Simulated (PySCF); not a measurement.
Electron correlation in P⁺ (phosphorus, charge +1)

[Ne] 3s1 3p3, high-spin 5S determinant (an excited configuration). All numbers are calculated (PySCF 2.14, the non-relativistic Hamiltonian (point nucleus), in dyall-av2z (13s9p2d, 50 functions)). Frozen: [Ne]; 4 electrons correlated; the 16 highest virtual orbitals of each spin left out.

```json
{"level": "CCSD", "correlation energy (mhartree)": "-25.55"}
{"level": "(T)", "correlation energy (mhartree)": "-0.10"}
{"level": "CCSD(T)", "correlation energy (mhartree)": "-25.65"}
{"level": "CCSDT", "correlation energy (mhartree)": "-25.69"}
```

Diagnostics: T1 = 0.0013, D1 = 0.0027, largest double amplitude 0.042.

Problem. Is a single reference adequate?

Solution. Yes: T1 lies below 0.03 and no double amplitude reaches 0.07.
